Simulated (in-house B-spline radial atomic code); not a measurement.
# Response and correlation of Pt⁷²⁺

Closed shell [He] 2s2 (2p1/2)2. Computed with an all-electron radial atomic-structure program (B-spline basis): Dirac-Hartree-Fock, relativistic RPA (time-dependent Dirac-Hartree-Fock) for the response and second-order many-body perturbation theory for correlation, no-pair Dirac-Coulomb Hamiltonian, finite nucleus.

The shells are closed in jj coupling only; the real ground state mixes other jj configurations.

Command:
```bash
python run_mb.py task.json out
```
Settings (nuclear radius in fm, box in bohr, cutoff in hartree; a minus after a letter marks j = l - 1/2):
```
basis_form          2
Z                   78
core_configuration  [He] 2s2 2p-2
rms_radius          5.427
mass_number         195
speed_of_light      137.036
box_radius          1.454
lmax                7
intervals           54
virtual_cutoff      152100.0
```

Cost of the run: 0.4 s on 1 thread of Intel(R) Xeon(R) Platinum 8488C, with other jobs on the host.

| multipole (bohr³, bohr⁵, bohr⁷) | uncoupled | coupled RPA |
| --- | --- | --- |
| dipole | 5.143e-05 | 5.4309e-05 |
| quadrupole | 1.9532e-07 | 2.1016e-07 |
| octupole | 1.079e-09 | ? |

Task: What is the coupled octupole polarisability?

Result: 1.0921e-09 atomic units, +1 % against the uncoupled value.

Task: Which subshells carry the dipole polarisability?

Result: 2s1/2 87.7 %, 2p1/2 12.1 %, 1s1/2 0.2 %.

Task: What does the dipole shielding factor come to?

Result: The dipole shielding factor is 0.077, against the exact N/Z = 6/78 = 0.077 of the non-relativistic theorem.

Dipole polarisability at imaginary frequency:

```json
{"u (Eh)": "0", "α(iu) (bohr³)": "5.431e-05"}
{"u (Eh)": "31.2", "α(iu) (bohr³)": "4.889e-05"}
{"u (Eh)": "93.6", "α(iu) (bohr³)": "2.967e-05"}
{"u (Eh)": "187", "α(iu) (bohr³)": "1.68e-05"}
{"u (Eh)": "312", "α(iu) (bohr³)": "1.088e-05"}
{"u (Eh)": "624", "α(iu) (bohr³)": "5.347e-06"}
{"u (Eh)": "1250", "α(iu) (bohr³)": "2.026e-06"}
{"u (Eh)": "3120", "α(iu) (bohr³)": "4.399e-07"}
```

Task: What dispersion coefficients follow for two such ions (the dispersion part alone)?

Result: C6 = (3/π)∫α(iu)²du = 2.668e-07 hartree·bohr⁶ and C8 = 6.931e-09 hartree·bohr⁸.

Lowest J = 1 odd-parity excitations:

```
energy (eV)  oscillator strength  leading channel  weight
     2255.4                0.297     2s1/2 → p3/2     1.0
      11835               0.0332     2p1/2 → s1/2   0.999
      12240                0.306     2s1/2 → p1/2   0.997
      12593                 1.08     2p1/2 → d3/2   0.998
      12804                0.296     2s1/2 → p3/2   0.999
      15922              0.00767     2p1/2 → s1/2     1.0
      16231                0.273     2p1/2 → d3/2   0.963
      16266               0.0215     2s1/2 → p1/2   0.963
```

Second-order correlation energy by the highest angular momentum of the excited pair (hartree): s -0.02497, p -0.1643, d -0.07578, f -0.01458, g -0.004274, h -0.001696, i -0.0008072, k -0.0004324.

Task: What is the second-order correlation energy at the partial-wave limit?

Result: The listed waves sum to -0.28685 hartree; extrapolating the increments as (l + 1/2)⁻⁴ gives -0.28773 hartree, -1.3 eV per electron.
